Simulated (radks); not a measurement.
The numbers below are computed, except where a source is named.
The mean radii <r> (bohr) of the occupied orbitals of an atom or ion are listed with their occupations. Code: a radial shooting solver on a logarithmic mesh with Libxc functionals. Model: non-relativistic Kohn-Sham, BLYP, spin-polarised, spherical densities, point nucleus.

orbital  occ.      <r>
1s up       1  0.04500
1s down     1  0.04500
2s up       1   0.2001
2s down     1   0.1998
2p up       3   0.1729
2p down     3   0.1726
3s up       1   0.5687
3s down     1   0.5708
3p up       3   0.5712
3p down     3   0.5741
3d up       5   0.5675
3d down     2   0.5741
4s up       1    1.564
4s down     1    1.581
4p up       3    1.800
4p down     3    1.824

Name the element and its charge. Open shells, if any, are filled with parallel spins first.

Answer. Z = 34, selenium, charge +1: Se+ in [Ar] 3d7 4s2 4p6. The 1s radius gives Z: for a bare nucleus <r> = 1.5/Z, 0.04412 bohr for Z = 34, and screening makes it slightly larger (0.04500 here). The occupations add up to 33, and the charge is Z minus that.
